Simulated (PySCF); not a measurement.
Isomers of C2H9ClSi3, one GFN2-xTB conformer each. Single-point energies are computed at PBE0/pcSseg-1 (PySCF, gas phase, no added dispersion term), electronic only.

```tsv
SMILES	GFN2-xTB relative energy (kJ/mol)
C[C@H]1[SiH2][Si@@H](Cl)[SiH2]1	0.0
C=C[SiH2][Si@@H]([SiH3])Cl	32.1
Cl[C@H]1[SiH2]C[SiH2][SiH2]1	69.0
```

Conformers: `[CH3:1][C@H:2]1[SiH2:3][Si@@H:4]([Cl:5])[SiH2:6]1` with C1–C2–Si3–Si4 135°, C2–Si3–Si4–Cl5 -125°, Si3–Si4–Si6–C2 7°, C1–C2–Si6–Si4 -135°; `[CH2:1]=[CH:2][SiH2:3][Si@@H:4]([SiH3:5])[Cl:6]` with C1–C2–Si3–Si4 9°, C2–Si3–Si4–Si5 58°; `[Cl:1][C@H:2]1[SiH2:3][CH2:4][SiH2:5][SiH2:6]1` with Cl1–C2–Si3–C4 76°, C2–Si3–C4–Si5 35°, Si3–C4–Si5–Si6 -18°, C4–Si5–Si6–C2 -5°.

What does PBE0/pcSseg-1 give for the same structures?

| SMILES | PBE0/pcSseg-1 E (Eh) | PBE0/pcSseg-1 (kJ/mol) | GFN2-xTB (kJ/mol) | point group |
| --- | --- | --- | --- | --- |
| C[C@H]1[SiH2][Si@@H](Cl)[SiH2]1 | -1409.66095 | 0.0 | 0.0 | Cs |
| C=C[SiH2][Si@@H]([SiH3])Cl | -1409.63768 | 61.1 | 32.1 | C1 |
| Cl[C@H]1[SiH2]C[SiH2][SiH2]1 | -1409.63704 | 62.8 | 69.0 | C1 |

Both levels put the same isomer lowest; measured from each level's own lowest isomer, the values differ by up to 29.0 kJ/mol (C=C[SiH2][Si@@H]([SiH3])Cl: 32.1 against 61.1). As drawn, the lowest has a four-membered ring, which the highest lacks. Neighbours under 10 kJ/mol apart (C=C[SiH2][Si@@H]([SiH3])Cl and Cl[C@H]1[SiH2]C[SiH2][SiH2]1) can change places with a better method, another conformer or zero-point energy.

Which frontier levels, dipoles and rotational constants go with these structures?

```
                         SMILES  HOMO (eV, PBE0/pcSseg-1)  LUMO (eV)  dipole (D)       A, B, C (MHz)
C[C@H]1[SiH2][Si@@H](Cl)[SiH2]1                     -7.53      -1.40        2.04  2407, 928.4, 783.5
     C=C[SiH2][Si@@H]([SiH3])Cl                     -8.04      -1.08        2.23  1746, 951.2, 666.6
   Cl[C@H]1[SiH2]C[SiH2][SiH2]1                     -7.74      -0.53        1.54    1831, 1308, 1006
```

As an exercise, what shares would exp(−E/RT) give at 2000 K from these electronic energies alone (no entropy, no degeneracies)?

RT = 16.629 kJ/mol: C[C@H]1[SiH2][Si@@H](Cl)[SiH2]1 95.4 %, C=C[SiH2][Si@@H]([SiH3])Cl 2.4 %, Cl[C@H]1[SiH2]C[SiH2][SiH2]1 2.2 %.
